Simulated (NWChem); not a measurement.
System: C3H7NSi; SMILES C1=CCN[SiH2]1

Input file for NWChem:

```
start job
memory heap 200 mb stack 900 mb global 1100 mb
geometry units angstroms noautoz
  C      0.743018     1.292414     0.000000
  C      1.358474     0.098999     0.000000
  Si     0.050624    -1.231145     0.000000
  N     -1.218968    -0.049650     0.000000
  C     -0.757588     1.316282     0.000000
  H      1.276601     2.250679     0.000000
  H      2.448067     0.014271     0.000000
  H      0.073375    -2.140752     1.194768
  H      0.073375    -2.140752    -1.194768
  H     -2.216901    -0.201442     0.000000
  H     -1.109770     1.889120    -0.884059
  H     -1.109770     1.889120     0.884059
end
basis spherical
  C library 6-31g*
  Si library 6-31g*
  N library 6-31g*
  H library 6-31g*
end
dft
  xc b3lyp
  iterations 150
end
tddft
  cis
  nroots 8
  notriplet
end
task tddft energy
```

Geometry: optimised at PBE0/def2-SVP. Not confirmed as a minimum by frequencies.

Vertical excitations in the gas phase.

Q: Give the results of this calculation. (B3LYP/6-31G* (spherical d), TDA.) Quantities: lowest excitation, singlet (eV); oscillator strength of that lowest state; lowest state with f > 0.02, singlet (eV); oscillator strength of that bright state; orbital gap (eV).

A: 
- lowest excitation, singlet (eV) = 5.39
- oscillator strength of that lowest state = 0.045
- lowest state with f > 0.02, singlet (eV) = 5.39
- oscillator strength of that bright state = 0.045
- orbital gap (eV) = 6.28
